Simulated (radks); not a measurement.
Values are calculated unless marked as measured or tabulated.
Charge is removed step by step from the 3p down level of V+, starting from [Ne] 3s2 3p(up 3, down 3) 3d4. Code: a radial shooting solver on a logarithmic mesh with Libxc functionals. Model: scalar-relativistic Kohn-Sham, PBE, spin-polarised, spherical densities, finite nucleus; open shells are filled with parallel spins first; Fermi nuclear charge, rms radius 3.6002 fm.

removed (e)  E - E(0) (eV)  eigenvalue (eV)  E minus straight line (eV)
0                    0.000          -44.722                       0.000
0.1                  4.529          -45.883                      -0.583
0.2                  9.176          -47.094                      -1.047
0.3                 13.947          -48.349                      -1.388
0.4                 18.845          -49.645                      -1.601
0.5                 23.875          -50.980                      -1.682
0.6                 29.040          -52.348                      -1.629
0.7                 34.343          -53.749                      -1.437
0.8                 39.788          -55.180                      -1.103
0.9                 45.378          -56.638                      -0.625
1                   51.114          -58.122                       0.000

Removing the whole electron costs 51.114 eV by Delta-SCF, against 44.722 eV from minus the eigenvalue at the starting occupation. Slater's transition state (half an electron removed) gives 50.980 eV. Integrating minus the eigenvalue over the occupation (Janak's theorem) gives 51.126 eV. In this scalar-relativistic scheme the density is built from large components alone, so the theorem holds only approximately. The mean slope of the eigenvalue, de/dn, is 13.4 eV per electron.
